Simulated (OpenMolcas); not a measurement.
**Cu3+, Ag3+, Au3+: d⁸ down the group**

```json
{
 "Program": "OpenMolcas",
 "Method": "RASSCF",
 "Basis": "ANO-RCC-VTZP",
 "Scalar Hamiltonian": "DKH2, point nucleus",
 "Spin-orbit coupling": "state interaction with AMFI integrals over the reference wave functions, term energies averaged over their components"
}
```

Active space for each ion: 8 electrons in 9 orbitals (RAS2 d s; RAS3 p, at most 2 electrons).

Computed levels in cm-1 above ³F₄:

```csv
Level,Cu3+,Ag3+,Au3+
³F₃,1943,4153,12910
³P₁,25230,19972,25526
³P₀,25599,20312,22708
¹G₄,31850,24811,29839
¹S₀,75848,57246,63259
weight of ³F in the lowest level (%),100,99,96
```

Measured, with the error of the calculation in %. Measured levels: Cu3+ from Sugar and Musgrove, J. Phys. Chem. Ref. Data 19, 527 (1990); Ag3+ from the list in Gamrath, thesis, University of Mons (2023); Au3+ from Zainab et al., Astrophys. J. Suppl. Ser. 267, 12 (2023).

| Level | Cu3+ | Ag3+ | Au3+ |
| --- | --- | --- | --- |
| ³F₃ | 1861 (+4.4) | 4172 (-0.5) | 12294 (+5.0) |
| ³P₁ | 20097 (+25.5) | 15900 (+25.6) | 21490 (+18.8) |
| ³P₀ | 20423 (+25.3) | 16092 (+26.2) | 18185 (+24.9) |
| ¹G₄ | 26913 (+18.3) | 20570 (+20.6) | 25702 (+16.1) |
| ¹S₀ | 61456 (+23.4) | 47139 (+21.4) | 55278 (+14.4) |

The fine-structure level ³F₃ changes by a factor of 6.64 from Cu3+ to Au3+.

Without spin-orbit coupling ³P lies 23287, 15820, 12703 cm-1 above ³F in that order; the difference to the level ³P₁, of either sign, comes from spin-orbit coupling, which also lowers the zero.

Some high roots are left out of the spin-orbit mixing, which shifts the levels that they would mix with. Without dynamic correlation excited terms often stand tens of per cent too high (terms of higher spin than the ground term too low), and those without a measured partner can miss by more than the paired ones. Terms from blocks run as CI alone lack orbitals of their own. Measured partners are found by configuration, term and J. A level has none where our copy of the source lacks it or the pairing is in doubt (some pairs that miss far off the trend of their configuration count as doubtful), and it then counts in no deviation. Only configurations of the active space appear.
